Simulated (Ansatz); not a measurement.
A CCSD(T) single point on BH$_{3}$S$_{3}$, SMILES `SB(S)S`.

```yaml
crystal:
  periodic: [false, false, false]
  atoms:
    - {symbol: S, position_ang: [-1.518539, 1.373614, 0.405584]}
    - {symbol: B, position_ang: [-0.182285, 0.177330, 0.192805]}
    - {symbol: S, position_ang: [0.603327, -0.370223, 1.720752]}
    - {symbol: S, position_ang: [0.242905, -0.354818, -1.474626]}
    - {symbol: H, position_ang: [-1.819381, 1.515190, -0.895768]}
    - {symbol: H, position_ang: [1.497056, -1.207409, 1.173425]}
    - {symbol: H, position_ang: [1.238117, -1.201686, -1.167772]}
basis:
  gaussian: {orbitals: def2-SVP}
correlation: {method: ccsd_t}
```

```sh
$ ansatz run in.yaml --threads 2 --pin off --events-out ev --progress --plain
```

Log, shortened:

```
Functional definition: HF
784 factors; integrals over basis functions are off by at most 1.4e-3 eV
mean field evaluation 1: about -33161.2943 eV, gradient 1.9e1 eV
mean field evaluation 2: about -33161.3617 eV, gradient 1.9e1 eV
mean field evaluation 4: about -33162.9817 eV, gradient 2.5e0 eV
mean field evaluation 8: about -33163.0143 eV, gradient 1.7e-4 eV
mean field -33163.01430271 eV, -1218.7182969261 hartree, gradient 6.0e-6 eV, S^2 0.000000; 0 other end points of the search recorded, 0 dependent functions left out
16 core orbitals not correlated: weight in the atoms' cores, before any rotation towards them, 1.000 or more for the frozen orbitals, at most 0.000 for the correlated occupied ones
reference -33163.01430271 eV, -1218.7182969261 hartree; 12, 12 occupied and 55, 55 virtual orbitals, 784 factors
second order -13.09280515 eV of doubles, -0.00000000 eV of singles
cycle   1  -14.02853248 eV  change   -9.4e-1 eV  update   9.2e-2
cycle   2  -14.41473034 eV  change   -3.9e-1 eV  update   2.7e-2
cycle   3  -14.48866139 eV  change   -7.4e-2 eV  update   1.3e-2
cycle   4  -14.48571111 eV  change    3.0e-3 eV  update   3.5e-3
cycle   5  -14.48443342 eV  change    1.3e-3 eV  update   1.2e-3
cycle   6  -14.48403912 eV  change    3.9e-4 eV  update   3.1e-4
cycle   7  -14.48401139 eV  change    2.8e-5 eV  update   8.0e-5
cycle   8  -14.48403541 eV  change   -2.4e-5 eV  update   2.3e-5
perturbative correction -0.47750410 eV, -0.0175479520 hartree
Total energy: -33177.97584222 eV, -1219.2681233620 hartree
```

It took 1.9 s on 2 threads of a server CPU on a shared host, with 0.21 GiB of host memory at the peak.

MP2 recovers 87.5 % of the CCSD(T) correlation energy and the triples give 3.2 %; T1 = 0.0132.
